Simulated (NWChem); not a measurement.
System: SiH2O, singlet; SMILES O[SiH]

Parts of the log:

```
             Northwest Computational Chemistry Package (NWChem) 7.3.0
             --------------------------------------------------------

 CS  symmetry detected

                             Geometry "geometry" -> ""
                             -------------------------

 Output coordinates in angstroms (scale by  1.889725989 to convert to a.u.)

  No.       Tag          Charge          X              Y              Z
 ---- ---------------- ---------- -------------- -------------- --------------
    1 Si                  14.0000     0.10124403    -0.64352083     0.00000000
    2 H                    1.0000    -1.45807675    -0.85320122     0.00000000
    3 O                    8.0000     0.10108477     1.04660617     0.00000000
    4 H                    1.0000    -0.76801777     1.48964351     0.00000000

 Effective nuclear repulsion energy (a.u.)      49.2709085322

      Symmetry information
      --------------------

 Group name             Cs
 Group number              2
 Group order               2
 No. of unique centers     4

  pbe96 is a nonlocal functional; adding pw91lda local functional.

                                 NWChem DFT Module
                                 -----------------

 Summary of "ao basis" -> "ao basis" (spherical)
 ------------------------------------------------------------------------------
       Tag                 Description            Shells   Functions and Types
 ---------------- ------------------------------  ------  ---------------------
 Si                         6-31+g*                 10       22   5s4p1d
 H                          6-31+g*                  2        2   2s
 O                          6-31+g*                  8       18   4s3p1d

      Symmetry analysis of basis
      --------------------------

        a'         33
        a"         11

            General Information
            -------------------
          SCF calculation type: DFT
          Wavefunction type:  closed shell.
          No. of atoms     :     4
          No. of electrons :    24
           Alpha electrons :    12
            Beta electrons :    12
          Charge           :     0
          Spin multiplicity:     1
          Use of symmetry is: off; symmetry adaption is: on
          Maximum number of iterations: 150
          AO basis - number of functions:    44
                     number of shells:    22
          Convergence on energy requested:  1.00D-06
          Convergence on density requested:  1.00D-05
          Convergence on gradient requested:  5.00D-04

[...]

                                NWChem TDDFT Module
                                -------------------

            General Information
            -------------------
           No. of orbitals :      88
            Alpha orbitals :      44
             Beta orbitals :      44
        Alpha frozen cores :       0
         Beta frozen cores :       0
     Alpha frozen virtuals :       0
      Beta frozen virtuals :       0
         Spin multiplicity :       1
    Number of AO functions :      44
        Use of symmetry is : off
      Symmetry adaption is : on
         Schwarz screening :  0.10D-07

              XC Information
              --------------
   PerdewBurkeErnzerhof Exchange Functional   1.00
     Perdew 1991 LDA Correlation Functional   1.00 local
    PerdewBurkeErnz. Correlation Functional   1.00 non-local

             TDDFT Information
             -----------------
          Calculation type : Tamm-Dancoff TDDFT
         Wavefunction type : Restricted singlets
          No. of electrons :      24
           Alpha electrons :      12
            Beta electrons :      12
              No. of roots :       6
          Max subspacesize :    5200
            Max iterations :     100
               Target root :       1
           Target symmetry : none
      Symmetry restriction : off
                 Algorithm : Optimal
        Davidson threshold :  0.10D-03

    6 smallest eigenvalue differences (eV)
--------------------------------------------------------
  No. Spin  Occ  Vir  Irrep   E(Occ)    E(Vir)   E(Diff)
--------------------------------------------------------
    1    1   12   13 a"       -0.209    -0.114     2.604
    2    1   12   14 a'       -0.209    -0.043     4.535
    3    1   11   13 a"       -0.307    -0.114     5.251
    4    1   10   13 a'       -0.319    -0.114     5.581
    5    1   12   15 a'       -0.209     0.007     5.898
    6    1   12   16 a'       -0.209     0.034     6.615
--------------------------------------------------------

  Entering Davidson iterations
  Restricted singlet excited states

  Iter   NTrls   NConv    DeltaV     DeltaE      Time
  ----  ------  ------  ---------  ---------  ---------
    1      6       0     0.24E+00   0.10+100        1.1
    2     12       0     0.95E-01   0.36E-01        1.2
    3     18       0     0.75E-01   0.12E-01        1.2
    4     24       3     0.54E-02   0.80E-02        1.3
    5     27       4     0.41E-03   0.32E-04        1.0
    6     29       6     0.44E-04   0.18E-06        0.9
  ----  ------  ------  ---------  ---------  ---------
  Convergence criterion met

  Ground state a'       -365.648593048061 a.u.

  ----------------------------------------------------------------------------
  Root   1 singlet a"             0.122309501 a.u.                3.3282 eV
  ----------------------------------------------------------------------------
     Transition Moments    X  0.00000   Y  0.00000   Z  0.71693
     Dipole Oscillator Strength                    0.0419103540
     Electric Quadrupole                           0.0000000600
     Magnetic Dipole                               0.0000017127
     Total Oscillator Strength                     0.0419121268

[...]
```

Level: PBE/6-31+G* (spherical d), TDA. Low-valent species are run as closed-shell singlets; no triplet was tried in these runs. Structure relaxed at the PBE-D3(BJ)/def2-SVP level.

Which NWChem input produces such a log?

This is not unique; one that fits is the input that was run:
```
start job
memory heap 200 mb stack 900 mb global 1100 mb
geometry units angstroms noautoz
  Si     0.146437    -0.641242     0.000000
  H     -1.412173    -0.856142     0.000000
  O      0.140619     1.048875     0.000000
  H     -0.729962     1.489000     0.000000
end
basis spherical
  * library 6-31+g*
end
dft
  xc xpbe96 cpbe96
  iterations 150
end
tddft
  cis
  nroots 6
  notriplet
end
task tddft energy
```
